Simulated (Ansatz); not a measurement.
A run for Ansatz (a quantum-chemistry and plane-wave program): U-B3LYP/cc-pVTZ on FHOSe (SMILES O[Se]F), a point of a bond scan (R = 2.656 Å).

Ansatz 0.2 input:
```yaml
crystal:
  periodic: [false, false, false]
  atoms:
    - {symbol: Se, position_ang: [0.08590456, 0.00792344, 0.39476160]}
    - {symbol: F, position_ang: [-0.06041339, 2.00090618, -1.35525132]}
    - {symbol: O, position_ang: [-0.20677654, -1.35411437, -0.70776950]}
    - {symbol: H, position_ang: [-1.16177610, -1.46568956, -0.81251515]}
basis:
  gaussian:
    orbitals: cc-pVTZ
hamiltonian:
  xc: {name: B3LYP}
magnetization: {spin_polarized: true, initial_magnetization: 0}
```

Program output:

```
WARN ansatz: RAYON_NUM_THREADS=1 ignored (pool sized by the plan → 1); use --threads N
Functional definition: B3LYP
integrals: 0.03 GiB planned
784 factors; their error is unknown
mean field: 0.51 GiB planned
mean field evaluation 1: about -70120.4353 eV, gradient 5.1e1 eV
mean field evaluation 2: about -69906.0029 eV, gradient 1.8e2 eV
mean field evaluation 4: about -70125.3689 eV, gradient 3.7e1 eV
mean field evaluation 8: about -70130.1693 eV, gradient 1.9e-1 eV
mean field evaluation 16: about -70130.4491 eV, gradient 2.4e-3 eV
mean field evaluation 32: about -70130.5690 eV, gradient 1.0e-2 eV
mean field evaluation 64: about -70130.5360 eV, gradient 2.4e0 eV
mean field -70130.56897092 eV, -2577.2508734742 hartree, gradient 1.5e-5 eV, S^2 0.448393; 9 other end points of the search recorded, 0 dependent functions left out
reference -70130.56914319 eV, -2577.2508798050 hartree; 26, 26 occupied and 91, 91 virtual orbitals, 784 factors
Total energy: -70130.56914319 eV, -2577.2508798050 hartree
```

The run converged. Its determinant has ⟨S²⟩ = 0.45, a mixture of spin states.

Cost: about 30 core-seconds (a rough figure).
